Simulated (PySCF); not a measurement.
Computed properties of C2H5FSi2, SMILES F[Si@H](C#C)[SiH3]

C2H5FSi2, SMILES C#C[Si@@H](F)[SiH3]. Geometry optimised at B3LYP-D3(BJ)/def2-SVP. The structure was generated by enumeration; whether it is a known compound was not checked. The values are those of a single conformer. All values are computed for the isolated molecule unless a solvent is named; none is compared with measurement here.

**Structure.** All 24 harmonic modes at B3LYP-D3(BJ)/def2-SVP (PySCF) are real, so it is a minimum. With heavy atoms numbered as in [CH:1]#[C:2][Si@@H:3]([F:4])[SiH3:5], the shortest bond between them is C1–C2 at 1.218 Å and the longest Si3–Si5 at 2.347 Å.

**Vibrations.** The strongest infrared lines (harmonic, unscaled, degenerate partners summed) lie at 782 cm⁻¹ (347 km/mol, H 86 %, Si 11 %), 877 cm⁻¹ (163 km/mol, H 61 %, Si 23 %, F 15 %), 2240 cm⁻¹ (150 km/mol, H 97 %). The softest mode is at 89 cm⁻¹ and the zero-point energy is 35.1 kcal/mol.

**Electronic structure.** ωB97X/def2-TZVP (PySCF) places the frontier levels at -10.37 and 0.94 eV, a gap of 11.31 eV, and gives a dipole moment of 1.79 D and a mean polarisability of 74.0 bohr³. PBE/def2-TZVP (PySCF) at the same geometry gives -6.92 and -2.06 eV, so its gap is 6.45 eV narrower. An orbital gap is neither the optical nor the fundamental gap.

**Excitations.** TDA-ωB97X/def2-SVPD (PySCF) has S1 at 5.63 eV (220 nm, f = 0.005, weak); the most intense of the 10 singlets computed lies at 8.04 eV (f = 0.47). T1 (TDA) is at 4.88 eV, 0.75 eV under S1. TDA-PBE/def2-SVPD (PySCF) puts S1 at 5.06 eV. No vertical singlet excitation falls in the visible range (under 3.1 eV).

**NMR.** GIAO shifts at PBE0/pcSseg-1 (PySCF) (non-relativistic, atoms alike by connectivity averaged): ¹³C from 88.0 to 112.1 ppm against TMS; ¹H from 3.1 to 5.8 ppm against TMS; ²⁹Si from -104.4 to -6.4 ppm against TMS; ¹⁹F at -222.9 ppm against CFCl3.

**Solvation.** SMD-B3LYP/6-31G* (PySCF) gives 2.1 kcal/mol in water, -1.9 kcal/mol in chloroform, -1.6 kcal/mol in ethanol (1 M in both phases, gas-phase geometry).
